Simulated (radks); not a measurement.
Values are calculated unless marked as measured or tabulated.
The silicon ion Si+, 13 electrons, occupied as [Ne] 3s2 3p1.

Level of theory: Dirac Kohn-Sham, LDA (Slater exchange, Perdew-Wang correlation), spin-unpolarised, spherical densities, point nucleus; open shells are shared between the two j in proportion to 2j + 1 (a radial shooting solver on a logarithmic mesh with Libxc functionals).

Energy parts (eV):
| part | energy |
|---|---|
| total | -7851.423 |
| kinetic | 7867.096 |
| electron-nucleus | -18659.236 |
| Hartree | 3467.659 |
| exchange-correlation | -526.943 |

Orbitals (lengths in bohr, moments of r in powers of bohr):
orbital      occ.  eigenvalue (eV)    <r^2>     <r>      <r^4>  small-component weight
1s1/2           2        -1788.024  0.01678  0.1116  0.0007293                2.44e-03
2s1/2           2        -148.2359   0.3890  0.5703     0.2809                3.47e-04
2p1/2           2        -105.5488   0.3640  0.5367     0.2968                3.27e-04
2p3/2           4        -104.9013   0.3669  0.5389     0.3012                3.25e-04
3s1/2           2         -19.1018    4.869   2.053      38.98                4.81e-05
3p1/2    0.333333         -11.7746    7.014   2.446      85.29                3.52e-05
3p3/2    0.666667         -11.7319    7.051   2.452      86.13                3.50e-05

The highest occupied level is 3p3/2 at -11.732 eV. The density falls to 0.001 e/bohr^3 at r = 3.93 bohr.
